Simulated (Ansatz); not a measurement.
Q: Predict a relaxed structure of the cluster PbI2 (the lowest singlet isomer of a short search), charge 0, singlet, at PBE0-D4/def2-SVP (Ansatz).

A: 
Cartesian coordinates in Å:
```
Pb -0.4089 -0.9384 0.6221
I 1.4094 1.0800 1.4024
I -1.0005 -0.1416 -2.0244
```
Point group C2v (tolerance 0.1 Å). This is one stationary point.

In the def2 sets I, Pb take a core potential; there is no spin–orbit coupling. The structure comes from a short search, and lower isomers may exist.
